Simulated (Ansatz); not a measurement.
`C[S][Al]([F])[F]` + HCl → `C[S][Al]([F])[Cl]` + H–F at 400 K and 1 bar (ligand exchange at the Al–F bond).

Program: Ansatz. Geometries: PBE0-D4/def2-TZVP. ΔE: electronic, gas phase. CBS: MP2 limit from def2 TZ/QZ plus the TZ coupled-cluster correction, frozen cores. This one scheme is used for every species. Each species was taken in one conformer, which may not be the lowest.

```
            species  CCSD(T)/CBS energy (Eh)  H − E (kJ/mol)  S (J/(mol·K))
 `C[S][Al]([F])[F]`               -879.43566           149.4          392.1
                HCl               -460.38127            29.6          195.4
`C[S][Al]([F])[Cl]`              -1239.41425           147.9          403.1
                H–F               -100.39570            36.5          182.2
```

H − E and S are ideal-gas, rigid-rotor, harmonic terms from PBE0-D4/def2-TZVP, for one conformer and one mirror image of each species. 1 Eh = 2625.50 kJ/mol, R = 8.31446 J/(mol·K).

Question: By hand: ΔE, ΔH, ΔS and ΔG.

Answer: ΔE = (-1239.41425) + (-100.39570) − (-879.43566) − (-460.38127) = 0.00698 Eh = 18.3 kJ/mol. Δ(H − E) = 147.9 + 36.5 − 149.4 − 29.6 = 5.4, so ΔH = 23.7 kJ/mol. ΔS = 403.1 + 182.2 − 392.1 − 195.4 = -2.2 J/(mol·K). ΔG = 23.7 − 400 × (-2.2)/1000 = 24.6 kJ/mol.

Question: By hand: the equilibrium constant, and the temperature at which ΔG would vanish if ΔH and ΔS stayed fixed.

Answer: log₁₀ K = −ΔG/(RT ln 10) = -3.2. ΔH and −TΔS have one sign here, so there is no such temperature.

The number of gas molecules stays the same, so ΔS is small and ΔH decides. A doubt of 5 kJ/mol in ΔE shifts log₁₀ K by 0.7 here. Other conformers and mirror images would add mixing entropy, several J/(mol·K) or more a flexible species. Modes under 60 cm⁻¹, often nearly free rotors, make the harmonic entropy too high. These are equilibria of isolated gas molecules and say nothing of rates. Largest T1 diagnostic: 0.012 (customary marks: 0.02 for closed shells, 0.045 for open ones).

ΔS is within the doubt of such terms, so its sign, and with it that verdict, could turn.
